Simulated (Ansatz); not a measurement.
Geometry optimisation, Ansatz 0.2.0, RKS BHLYP/def2-SVP.

Input file:

```yaml
crystal:
  periodic: [false, false, false]
  atoms:
    - { symbol: Zr, position_ang: [0.369376, -0.402957, -0.515594] }
    - { symbol: O, position_ang: [-0.712569, -0.834089, 2.522581] }
    - { symbol: H, position_ang: [-1.071189, -0.083886, 2.997635] }
    - { symbol: F, position_ang: [1.33268, -0.316516, -2.138081] }
    - { symbol: F, position_ang: [0.293525, 1.361627, 0.183299] }
    - { symbol: F, position_ang: [-1.299839, -1.22537, -0.86675] }
    - { symbol: P, position_ang: [1.823408, -1.844205, 1.061365] }
    - { symbol: H, position_ang: [0.994938, -2.982498, 0.884433] }
    - { symbol: H, position_ang: [2.814977, -2.241143, 0.132073] }
    - { symbol: H, position_ang: [0.169793, -0.994862, 2.913239] }
basis:
  gaussian: { orbitals: def2-SVP }
hamiltonian:
  xc: { name: BHLYP }
relax:
  f_tol: 0.03
  max_steps: 50
```

Run as:

```bash
$ ansatz run input.yaml --threads 4 --pin off --max-ram 5120MiB --backend cpu --events-out ev --progress --plain --runs-dir out
```

**Question.** Where does it end, and by what steps?

**Answer.** It converged. The force dipped under the threshold on the way, but the program's further checks kept it going. After 46 steps the energy has fallen by 0.641 eV; H10 moved furthest, 1.29 Å. Joined: Zr1–O2 (3.25 → 2.34 Å).

| step | energy less start (eV) | largest force component (eV/Å) | accepted |
| --- | --- | --- | --- |
| 0 | 0.0000 | 0.986 | yes |
| 2 | -0.1941 | 1.059 | yes |
| 4 | -0.5379 | 1.061 | yes |
| 6 | -0.5700 | 0.159 | yes |
| 8 | -0.5741 | 0.059 | yes |
| 10 | -0.5770 | 0.148 | yes |
| 12 | -0.5797 | 0.050 | yes |
| 14 | -0.5861 | 0.257 | yes |
| 16 | -0.6036 | 0.184 | yes |
| 18 | -0.5821 | 1.756 | no |
| 20 | -0.6207 | 0.074 | yes |
| 22 | -0.6244 | 0.080 | yes |
| 24 | -0.6305 | 0.028 | yes |
| 26 | -0.6319 | 0.111 | yes |
| 28 | -0.6335 | 0.096 | yes |
| 30 | -0.6306 | 0.694 | no |
| 32 | -0.6325 | 0.596 | no |
| 34 | -0.6376 | 0.119 | yes |
| 36 | -0.6385 | 0.041 | yes |
| 38 | -0.6397 | 0.106 | yes |
| 40 | -0.6402 | 0.047 | yes |
| 42 | -0.6409 | 0.060 | yes |
| 44 | -0.6413 | 0.034 | yes |
| 46 | -0.6415 | 0.018 | yes |

```xyz
10
Properties=species:S:1:pos:R:3
Zr 0.437 -0.396 -0.038
O -0.507 -0.573 2.093
H -1.350 -1.007 2.233
F 1.064 -0.102 -1.806
F 0.686 1.343 0.730
F -1.268 -1.212 -0.361
P 2.260 -2.077 0.840
H 1.292 -3.053 1.203
H 2.516 -2.632 -0.441
H -0.414 0.144 2.721
```

Run time: 3.4 min on 4 threads of Intel(R) Xeon(R) Platinum 8259CL CPU @ 2.50GHz (Skylake/Cascade Lake) (shared host), peak memory 0.38 GiB.
